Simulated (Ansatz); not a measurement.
SiH3I (SiIH3): the energy, rung by rung

SiH3I: 5 atoms, total charge 0, spin state singlet. SMILES: `[H][Si]([H])([H])I`. Geometry: relaxed at GFN2-xTB.

```xyz
5

Si   -0.0011    0.0027   -0.2523
I     0.0128   -0.0213    2.2096
H     1.3926    0.0112   -0.6615
H    -0.7063    1.2129   -0.6371
H    -0.6981   -1.2055   -0.6587
```

Each level gives the energy change with the Si1–H5 bond stretched from 1.453 to 3.632 Å (eV). The values are calculated.

| level | kind | program | value (eV) | less FCI/STO-3G |
| --- | --- | --- | --- | --- |
| HF/STO-3G (restricted) | Hartree–Fock | Ansatz | 9.88 | +5.07 |
| revPBE/STO-3G (restricted) | GGA | Ansatz | 6.44 | +1.63 |
| BHLYP/STO-3G (restricted) | global hybrid | Ansatz | 8.29 | +3.48 |
| r2SCAN0/STO-3G (restricted) | hybrid meta-GGA | Ansatz | 7.76 | +2.95 |
| HSE06/STO-3G (restricted) | range-separated hybrid | Ansatz | 7.44 | +2.63 |
| wB97X/STO-3G (restricted) | range-separated hybrid | Ansatz | 8.46 | +3.65 |
| B2PLYP/STO-3G (restricted) | double hybrid | Ansatz | 6.64 | +1.83 |
| FCI/STO-3G | exact in the basis | Ansatz | 4.81 | 0.00 |

FCI/STO-3G is exact within its basis and frozen core, so for wave-function methods in that basis the difference is their error; functionals converge differently with the basis, so for them it is only a difference. A spin-restricted reference rises too steeply as a bond breaks; here HF/STO-3G, revPBE/STO-3G, BHLYP/STO-3G, r2SCAN0/STO-3G, HSE06/STO-3G, wB97X/STO-3G, B2PLYP/STO-3G lie well above the multireference or unrestricted value. All-electron rows without a relativistic Hamiltonian named are non-relativistic. The first shape isn't each level's own minimum. The values span 4.81 to 9.88 eV. All rows use very small basis sets, so none should be taken for the real molecule's value.
